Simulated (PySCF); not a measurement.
Isomers of C7H11BO2.

All values: B3LYP/def2-SVPD (PySCF) at PBE0-D3(BJ)/def2-SVP geometries, gas phase, one conformer each. Core orbitals are frozen in the response; Δα² is half the sum of the squared differences of the principal polarisabilities.

(1) Rank by polarisability anisotropy Δα, highest first.
A. `[CH2:1]=[CH:2]/[CH:3]=[CH:4]/[B:5]1[O:6][CH2:7][CH2:8][CH2:9][O:10]1` with C1–C2–C3–C4 -179°, C3–C4–B5–O6 0°, C4–B5–O6–C7 -179°, B5–O6–C7–C8 27°, O6–C7–C8–C9 -52°, C7–C8–C9–O10 53°
B. `[CH:1]#[C:2][CH2:3][C@@H:4]([CH3:5])[B:6]1[O:7][CH2:8][CH2:9][O:10]1` with C2–C3–C4–C5 61°, C3–C4–B6–O7 14°
C. `[CH:1]#[C:2][C@H:3]([CH2:4][CH:5]=[CH2:6])[CH2:7][B:8]([OH:9])[OH:10]` with C2–C3–C4–C5 174°, C3–C4–C5–C6 115°, C2–C3–C7–B8 -166°, C3–C7–B8–O9 -145°, C7–B8–O9–H -177°
D. `[CH2:1]=[CH:2]/[CH:3]=[CH:4]\[B:5]1[O:6][CH2:7][CH2:8][CH2:9][O:10]1` with C1–C2–C3–C4 180°, C3–C4–B5–O6 1°, C4–B5–O6–C7 180°, B5–O6–C7–C8 -28°, O6–C7–C8–C9 53°, C7–C8–C9–O10 -52°
E. `[CH:1]#[C:2][C@H:3]([CH3:4])[B:5]1[O:6][CH2:7][CH2:8][CH2:9][O:10]1` with C2–C3–B5–O6 90°, C3–B5–O6–C7 -178°, B5–O6–C7–C8 -28°, O6–C7–C8–C9 52°, C7–C8–C9–O10 -52°
F. `[CH2:1]=[C:2]([CH3:3])/[CH:4]=[CH:5]\[C@H:6]1[CH2:7][O:8][BH:9][O:10]1` with C1–C2–C4–C5 179°, C4–C5–C6–C7 98°, C5–C6–C7–O8 131°, C6–C7–O8–B9 -10°, C7–O8–B9–O10 4°, O8–B9–O10–C6 4°

(2) Rank by dipole moment, lowest first.
A. `[CH:1]#[C:2][C@H:3]([CH2:4][CH:5]=[CH2:6])[CH2:7][B:8]([OH:9])[OH:10]` with C2–C3–C4–C5 174°, C3–C4–C5–C6 115°, C2–C3–C7–B8 -166°, C3–C7–B8–O9 -145°, C7–B8–O9–H -177°
B. `[CH:1]#[C:2][C@H:3]([CH3:4])[B:5]1[O:6][CH2:7][CH2:8][CH2:9][O:10]1` with C2–C3–B5–O6 90°, C3–B5–O6–C7 -178°, B5–O6–C7–C8 -28°, O6–C7–C8–C9 52°, C7–C8–C9–O10 -52°
C. `[CH2:1]=[CH:2]/[CH:3]=[CH:4]/[B:5]1[O:6][CH2:7][CH2:8][CH2:9][O:10]1` with C1–C2–C3–C4 -179°, C3–C4–B5–O6 0°, C4–B5–O6–C7 -179°, B5–O6–C7–C8 27°, O6–C7–C8–C9 -52°, C7–C8–C9–O10 53°
D. `[CH2:1]=[C:2]([CH3:3])/[CH:4]=[CH:5]\[C@H:6]1[CH2:7][O:8][BH:9][O:10]1` with C1–C2–C4–C5 179°, C4–C5–C6–C7 98°, C5–C6–C7–O8 131°, C6–C7–O8–B9 -10°, C7–O8–B9–O10 4°, O8–B9–O10–C6 4°

(3) Rank by HOMO–LUMO gap, highest first.
A. `[CH:1]#[C:2][C@H:3]([CH2:4][CH:5]=[CH2:6])[CH2:7][B:8]([OH:9])[OH:10]` with C2–C3–C4–C5 174°, C3–C4–C5–C6 115°, C2–C3–C7–B8 -166°, C3–C7–B8–O9 -145°, C7–B8–O9–H -177°
B. `[CH2:1]=[CH:2]/[CH:3]=[CH:4]\[B:5]1[O:6][CH2:7][CH2:8][CH2:9][O:10]1` with C1–C2–C3–C4 180°, C3–C4–B5–O6 1°, C4–B5–O6–C7 180°, B5–O6–C7–C8 -28°, O6–C7–C8–C9 53°, C7–C8–C9–O10 -52°
C. `[CH:1]#[C:2][C@H:3]([CH3:4])[B:5]1[O:6][CH2:7][CH2:8][CH2:9][O:10]1` with C2–C3–B5–O6 90°, C3–B5–O6–C7 -178°, B5–O6–C7–C8 -28°, O6–C7–C8–C9 52°, C7–C8–C9–O10 -52°
D. `[CH2:1]=[C:2]([CH3:3])/[CH:4]=[CH:5]\[C@H:6]1[CH2:7][O:8][BH:9][O:10]1` with C1–C2–C4–C5 179°, C4–C5–C6–C7 98°, C5–C6–C7–O8 131°, C6–C7–O8–B9 -10°, C7–O8–B9–O10 4°, O8–B9–O10–C6 4°
E. `[CH:1]#[C:2][CH2:3][C@@H:4]([CH3:5])[B:6]1[O:7][CH2:8][CH2:9][O:10]1` with C2–C3–C4–C5 61°, C3–C4–B6–O7 14°

Results:

(1) A (13.46 Å³), D (11.98 Å³), F (11.48 Å³), B (7.47 Å³), C (7.07 Å³), E (3.71 Å³).

(2) C (2.32 D), D (2.51 D), A (2.92 D), B (3.32 D).

(3) E (7.14 eV), C (6.99 eV), A (6.44 eV), D (5.31 eV), B (5.00 eV).

All values together:

| SMILES | μ (D) | HOMO (eV) | LUMO (eV) | α (Å³) | Δα (Å³) | ΔSCF removal energy (eV) |
| --- | --- | --- | --- | --- | --- | --- |
| C=C/C=C\B1OCCCO1 | 2.59 | -6.37 | -1.38 | 16.74 | 11.98 | 8.38 |
| C#CC[C@@H](C)B1OCCO1 | 2.82 | -7.25 | -0.12 | 14.85 | 7.47 | – |
| C=C/C=C/B1OCCCO1 | 2.32 | -6.42 | -1.42 | 17.08 | 13.46 | 8.40 |
| C#C[C@H](CC=C)CB(O)O | 2.92 | -7.09 | -0.66 | 15.63 | 7.07 | 8.97 |
| C#C[C@H](C)B1OCCCO1 | 3.32 | -6.94 | 0.05 | 14.87 | 3.71 | – |
| C=C(C)/C=C\[C@H]1COBO1 | 2.51 | -6.63 | -1.32 | 16.26 | 11.48 | 8.57 |

Conformers: `[CH2:1]=[CH:2]/[CH:3]=[CH:4]\[B:5]1[O:6][CH2:7][CH2:8][CH2:9][O:10]1` with C1–C2–C3–C4 180°, C3–C4–B5–O6 1°, C4–B5–O6–C7 180°, B5–O6–C7–C8 -28°, O6–C7–C8–C9 53°, C7–C8–C9–O10 -52°; `[CH:1]#[C:2][CH2:3][C@@H:4]([CH3:5])[B:6]1[O:7][CH2:8][CH2:9][O:10]1` with C2–C3–C4–C5 61°, C3–C4–B6–O7 14°; `[CH2:1]=[CH:2]/[CH:3]=[CH:4]/[B:5]1[O:6][CH2:7][CH2:8][CH2:9][O:10]1` with C1–C2–C3–C4 -179°, C3–C4–B5–O6 0°, C4–B5–O6–C7 -179°, B5–O6–C7–C8 27°, O6–C7–C8–C9 -52°, C7–C8–C9–O10 53°; `[CH:1]#[C:2][C@H:3]([CH2:4][CH:5]=[CH2:6])[CH2:7][B:8]([OH:9])[OH:10]` with C2–C3–C4–C5 174°, C3–C4–C5–C6 115°, C2–C3–C7–B8 -166°, C3–C7–B8–O9 -145°, C7–B8–O9–H -177°; `[CH:1]#[C:2][C@H:3]([CH3:4])[B:5]1[O:6][CH2:7][CH2:8][CH2:9][O:10]1` with C2–C3–B5–O6 90°, C3–B5–O6–C7 -178°, B5–O6–C7–C8 -28°, O6–C7–C8–C9 52°, C7–C8–C9–O10 -52°; `[CH2:1]=[C:2]([CH3:3])/[CH:4]=[CH:5]\[C@H:6]1[CH2:7][O:8][BH:9][O:10]1` with C1–C2–C4–C5 179°, C4–C5–C6–C7 98°, C5–C6–C7–O8 131°, C6–C7–O8–B9 -10°, C7–O8–B9–O10 4°, O8–B9–O10–C6 4°.

A dash marks a removal energy that wasn't run or isn't settled.
